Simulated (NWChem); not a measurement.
# HgI₂; SMILES [I][Hg][I]

def2 effective core potentials on I, Hg; no spin-orbit coupling.

### Question
Give the equilibrium geometry at PBE0/def2-SVP with def2 effective core potentials on I, Hg (NWChem) as a list of bonds and angles, with the point group.

### Answer
point group D*h; any orientation.
Bonded distances (Å): Hg1–I2 2.608, Hg1–I3 2.608. Angles (°): I2–Hg1–I3 180.0.
